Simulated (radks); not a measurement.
Q: The mean radii <r> (bohr) of the occupied orbitals of an atom or ion are listed with their occupations. Calculated with a radial shooting solver on a logarithmic mesh with Libxc functionals: scalar-relativistic Kohn-Sham, BLYP, spin-polarised, spherical densities, finite nucleus; Fermi nuclear charge, rms radius of each element as measured or else 0.836 A^(1/3) + 0.57 fm.

orbital  occ.      <r>
1s up       1  0.01899
1s down     1  0.01899
2s up       1  0.08038
2s down     1  0.08038
2p up       3  0.07172
2p down     3  0.07171
3s up       1   0.2087
3s down     1   0.2086
3p up       3   0.2085
3p down     3   0.2084
3d up       5   0.1890
3d down     5   0.1889
4s up       1   0.4665
4s down     1   0.4666
4p up       3   0.4946
4p down     3   0.4947
4d up       5   0.5276
4d down     5   0.5276
5s up       1    1.022
5s down     1    1.023
4f up       7   0.5953
4f down     5   0.5954
5p up       1    1.124

Name the element and its charge. Open shells, if any, are filled with parallel spins first.

A: Z = 72, hafnium, charge +11: Hf11+ in [Kr] 4d10 4f12 5s2 5p1. The 1s radius gives Z: for a bare nucleus <r> = (2 gamma + 1)/(2Z) with gamma = sqrt(1 - (Z/c)^2), 0.01876 bohr for Z = 72, and screening makes it slightly larger (0.01899 here). The occupations add up to 61, and the charge is Z minus that.
